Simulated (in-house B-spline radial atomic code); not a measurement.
# RPA and G0W0 on r2SCAN: the krypton ion Kr³⁺

Configuration [Ar] 3d10 4s2 4p3, highest spin, mean-field start r2SCAN. Computed with a B-spline radial code for spherical atoms: all electrons, scalar-relativistic (spin-free one-electron X2C), finite nucleus, each spin shell either full or empty, empty states to l = 9 with an (l + 1/2)⁻⁴ tail; G0W0 by contour deformation at full frequency.

Command:
```bash
python run_gw.py task.json out
```
Settings (radii: box in bohr, nucleus in fm):
```
Z                        36
electrons                33
configuration            [Ar] 3d10 4s2 4p3
hamiltonian              x2c
method                   r2scan
lmax                     9
rms_radius               4.1884
spin_polarised           True
box_radius               14.14
intervals                69
```

Run time, properties included: 4.4 s on 1 thread of Arm Neoverse N1 (shared host).

Energies (hartree):

```csv
term,value
mean-field total,-2787.38685
Hartree-Fock functional on these orbitals,-2785.66456
direct second order,-2.778
second-order exchange,0.81366
SOSEX correction,0.75126
```

Question: What is the RPA correlation energy, and what remains with SOSEX?

Answer: RPA gives -2.4292 hartree (-2 eV per electron); RPA + SOSEX gives -1.6779, and the second-order doubles -1.9643 hartree (no singles). SOSEX takes back 31 % of the RPA value.

Quasi-particle levels (eV):

```tsv
level	occupied	mean field	Σx - vxc	Σc	QP weight	G0W0
4p up	yes	-45.40	-5.69	?	?	?
4s down	yes	-56.89	-3.89	-2.45	0.946	-63.23
3d down	yes	-122.72	-19.11	5.87	0.876	-135.96
4p down	no	-40.43	7.41	-2.75	0.947	-35.77
```

G0W0 = mean field + (Σx - vxc) + Σc, with Σc (partial-wave tail included) taken at the quasi-particle energy. Only the outer levels were computed. Levels of low weight are left out.

Question: Where does G0W0 put 4p up?

Answer: At -51.45 eV, with Σc = -0.37 eV and a quasi-particle weight of 0.946. The tabulated removal energy is 50.85 ± 0.11 eV (NIST, measured); the calculation leaves out spin-orbit coupling, Breit and QED terms, and what these don't explain is the method's own error.
